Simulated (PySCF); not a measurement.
SCF from a fresh guess for singlet TcO2F3, at the B3LYP minimum. PySCF input:

```python
from pyscf import gto, scf, dft
mol = gto.M(atom='''
Tc    -0.084120    -0.000000     0.000000
O     -1.041610     0.000000     1.348220
O     -1.041610     0.000000    -1.348220
F      1.769130     0.000000    -0.000000
F      0.211330     1.827870    -0.000000
F      0.211330    -1.827870    -0.000000''',
    basis={'Tc': 'def2-SVP', 'O': 'def2-SVP', 'F': 'def2-SVP'},
    ecp={'Tc': 'def2-SVP'},
    charge=0, spin=0)
mf = dft.RKS(mol, xc='B3LYP')
mf.grids.atom_grid = (50, 194)
aux = {'Tc': 'def2-universal-JKFIT', 'O': 'def2-universal-JKFIT', 'F': 'def2-universal-JKFIT'}
mf = mf.density_fit(auxbasis=aux)
mf.conv_tol = 1e-08
mf.diis_space = 10
mf.max_cycle = 60
mf.init_guess = 'minao'
mf.verbose = 4
mf.kernel()
```

Excerpt of the output (cycles and frontier levels):

```
init E= -522.046240302778
  HOMO = -0.675247832211708  LUMO = -0.426661864725478  gap/eV = 6.76437
cycle= 1 E= -529.609910698967  delta_E= -7.56  |g|= 2.18  |ddm|= 3.58
  HOMO = -0.261545741806848  LUMO = -0.247503287373825  gap/eV = 0.38211
cycle= 2 E= -520.775021443805  delta_E= 8.83  |g|= 5.97  |ddm|= 6.04
  HOMO = -0.273376927068089  LUMO = -0.184913041765444  gap/eV = 2.40722
cycle= 3 E= -529.790458457505  delta_E= -9.02  |g|= 1.91  |ddm|= 5.55
  HOMO = -0.374136044926566  LUMO = -0.186936524783909  gap/eV = 5.09396
cycle= 4 E= -530.47194999892  delta_E= -0.681  |g|= 0.488  |ddm|= 1.57
  HOMO = -0.425461655172452  LUMO = -0.248082516103268  gap/eV = 4.82673
cycle= 5 E= -530.515518343704  delta_E= -0.0436  |g|= 0.171  |ddm|= 0.513
  HOMO = -0.410526755870605  LUMO = -0.218371989843275  gap/eV = 5.22880
cycle= 6 E= -530.520753344848  delta_E= -0.00524  |g|= 0.0686  |ddm|= 0.173
  HOMO = -0.410629795530891  LUMO = -0.217623299614735  gap/eV = 5.25197
cycle= 7 E= -530.521527861266  delta_E= -0.000775  |g|= 0.0217  |ddm|= 0.059
  HOMO = -0.410884207309164  LUMO = -0.219011105834974  gap/eV = 5.22113
cycle= 8 E= -530.521615535565  delta_E= -8.77e-05  |g|= 0.00447  |ddm|= 0.0168
  HOMO = -0.410948510750041  LUMO = -0.218947488823531  gap/eV = 5.22461
cycle= 9 E= -530.521618906006  delta_E= -3.37e-06  |g|= 0.00189  |ddm|= 0.00272
  HOMO = -0.410999721399358  LUMO = -0.218997575566491  gap/eV = 5.22464
cycle= 10 E= -530.521619612186  delta_E= -7.06e-07  |g|= 0.000361  |ddm|= 0.00145
  HOMO = -0.410984969110959  LUMO = -0.219017781383384  gap/eV = 5.22369
cycle= 11 E= -530.521619639453  delta_E= -2.73e-08  |g|= 5.09e-05  |ddm|= 0.00028
  HOMO = -0.410982802282936  LUMO = -0.21901856556793  gap/eV = 5.22361
cycle= 12 E= -530.521619639929  delta_E= -4.76e-10  |g|= 1.67e-05  |ddm|= 3.16e-05
  HOMO = -0.410981621666865  LUMO = -0.219016106287411  gap/eV = 5.22365
Extra cycle  E= -530.521619638996  delta_E= 9.33e-10  |g|= 7.3e-05  |ddm|= 5.3e-05
converged SCF energy = -530.521619638996
```

No lower solution of this spin was found by a stability analysis within the restricted form, which does not test spin polarisation.

Stability towards spin polarisation was not tested.

The search for the lowest solution, with the stability check, took 8.7 s on 2 threads of a shared Intel Xeon Platinum 8259CL @ 2.50GHz (Skylake/Cascade Lake) host, with 101 basis functions; the process peaked at 0.44 GiB.
